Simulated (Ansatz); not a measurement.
Consider the isomerisation: `C=[C](C)[AlH2]` → `C=[CH][AlH][CH3]`.

Computed with Ansatz on PBE0-D4/def2-TZVP structures; ΔE is electronic, products minus reactants. CBS: MP2 limit from def2 TZ/QZ plus the TZ coupled-cluster correction, frozen cores. DFT in def2-TZVPP. HSE06 is defined as in plane-wave codes. Each species was taken in one conformer, which may not be the lowest.

```tsv
level	ΔE (kJ/mol)
BLYP-D4	-36.1
r2SCAN0-D4	-38.9
HSE06-D4	-35.8
CAM-B3LYP-D4	-36.5
BLYP	-39.8
HF/def2-SVP	-29.2
CCSD(T)/def2-TZVPP	-37.5
MP2/def2-QZVPP	-38.1
```

Question: What does CCSD(T)/CBS give? (Best estimate.)

Answer: Ansatz gave: -39.0 kJ/mol. The listed levels differ from it by 2.9, 0.1, 3.2, 2.5, -0.8, 9.8, 1.5, 0.9 kJ/mol.

Largest T1 diagnostic among the species: 0.011.

At CCSD(T), def2-SVP lies +13.2 kJ/mol from the extrapolated value and def2-TZVPP +1.5 kJ/mol. Leaving LDA and LC-ωPBE aside and taking each functional with its dispersion term where it has one, the values, not all of them listed here, spread over 9.5 kJ/mol, from r2SCAN-D4 to B97M-V. LDA lies +7.0 kJ/mol from PBE without D4.
